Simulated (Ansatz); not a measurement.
`C=C([SiH3])C[SiH3]`. The species carries charge 0 and has multiplicity 1.

```csv
atom,x (Å),y (Å),z (Å)
C1,0.598,-0.595,1.700
C2,-0.184,-0.282,0.666
Si3,-1.550,0.973,0.904
C4,-0.004,-0.906,-0.687
Si5,1.160,0.113,-1.769
H6,0.479,-0.126,2.671
H7,1.390,-1.337,1.616
H8,-2.869,0.335,0.635
H9,-1.518,1.483,2.299
H10,-1.409,2.111,-0.045
H11,0.427,-1.910,-0.601
H12,-0.957,-1.012,-1.216
H13,2.517,0.112,-1.163
H14,0.681,1.516,-1.875
H15,1.236,-0.474,-3.135
```

Q: List the harmonic frequencies (cm⁻¹, unscaled) at PBE0-D4/def2-TZVP in Ansatz. (Best estimate.)

A: Computed: 55, 114, 133, 149, 234, 355, 367, 508, 559, 633, 649, 679, 725, 796, 854, 911, 931, 935, 945, 947, 954, 960, 981, 1109, 1174, 1253, 1436, 1456, 1673, 2210, 2215, 2218, 2229, 2233, 2236, 3042, 3093, 3125, 3218.

Q: Is this a minimum?

A: Yes, all 39 modes are real.

Q: Give the ideal-gas thermochemistry at 298.15 K and 1 bar (rigid rotor, harmonic oscillator; point group C1, symmetry number 1).

A: Zero-point energy 288.9 kJ/mol; H(298) − E = 313.3 kJ/mol; entropy 372.8 J/(mol·K), of which translation 166.6, rotation 116.1, vibration 90.2; G(298) − E = 202.2 kJ/mol. Modes under 100 cm⁻¹ are hindered rotations or soft bends, so the harmonic entropy is rough.
